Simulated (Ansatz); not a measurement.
Species: C₂H₅BCl (charge 0, doublet). It need not be the lowest isomer of its formula. 
Geometry from a B3LYP-D3(BJ)/def2-TZVP (Ansatz, a quantum-chemistry and plane-wave program) optimisation:
```xyz
9

B      0.0154    -0.3984    -0.1940
Cl     0.1174     1.2086     0.5786
C      1.3311    -1.0547    -0.5910
C     -1.4006    -1.0211    -0.4106
H      1.3676    -2.0300    -1.0658
H      2.2960    -0.5899    -0.4238
H     -1.9270    -1.1181     0.5442
H     -2.0211    -0.3589    -1.0226
H     -1.3716    -2.0019    -0.8876
```
Charge 0, spin multiplicity 2.

Wanted: atomisation energy (electronic, to ground-state atoms); the coupled-cluster value holds the core correlation from cc-pwCVTZ, in kcal/mol. Valence correlation only, unless marked. UHF or UKS for open shells. Spin-orbit coupling is left out. Non-relativistic. Basis-set limits of correlation are two-point, X^-3; Hartree-Fock from the larger set. The bracket is a focal-point correction in the basis named.

Level to compare with: RI-MP2/CBS(aug-cc-pV(T+d)Z,aug-cc-pV(Q+d)Z)+[CCSD(T)-MP2]/aug-cc-pV(T+d)Z plus the core term (Ansatz), 813.0 kcal/mol. It is a level with limits of its own, and the differences hold the functionals' basis error too.

Question: Rank these functionals by how close they come to RI-MP2/CBS(aug-cc-pV(T+d)Z,aug-cc-pV(Q+d)Z)+[CCSD(T)-MP2]/aug-cc-pV(T+d)Z, closest first: PBE/def2-TZVPD (Ansatz); r2SCAN/def2-TZVPD (Ansatz); SVWN5/def2-TZVPD (Ansatz).

Answer: r2SCAN/def2-TZVPD (meta-GGA, 821.2 kcal/mol, difference 8.2), PBE/def2-TZVPD (GGA, 826.2 kcal/mol, difference 13.2), SVWN5/def2-TZVPD (LDA, 918.1 kcal/mol, difference 105.1)
